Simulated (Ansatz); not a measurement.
Program: Ansatz. Geometries: PBE0-D4/def2-TZVP. ΔE: electronic, gas phase. CBS: MP2 limit from def2 TZ/QZ plus the TZ coupled-cluster correction, frozen cores. This one scheme is used for every species. DFT in def2-TZVPP. B3LYP here is the variant with VWN-RPA as its local correlation; programs differ in this. Each species was taken in one conformer, which may not be the lowest.

Consider the ligand exchange at the Si–C bond: `CO[SiH2]C#N` + H₂S → `CO[SiH2]S` + `C#N`.

Is it downhill or uphill in electronic energy at CCSD(T)/CBS, and by how much? (Estimate.)

Computed: Downhill: ΔE = -3.8 kcal/mol.

What do these levels give: LDA (SPW92), BLYP, r2SCAN, B3LYP, MP2/def2-TZVPP, CCSD/CBS(def2)? (An estimate is asked.)

Computed: LDA (SPW92) -5.0, BLYP -2.7, r2SCAN -4.3, B3LYP -2.8, MP2/def2-TZVPP -3.6, CCSD/CBS(def2) -3.6 kcal/mol.

Largest T1 diagnostic among the species: 0.014.

Leaving LDA and LC-ωPBE aside and taking each functional with its dispersion term where it has one, the values, not all of them listed here, spread over 2.0 kcal/mol, from revPBE-D4 to CAM-B3LYP-D4. In def2-TZVPP, CCSD(T) changes the Hartree–Fock value by −1.3 kcal/mol (the triples alone add −0.2 kcal/mol) and MP2 by −1.8 kcal/mol.
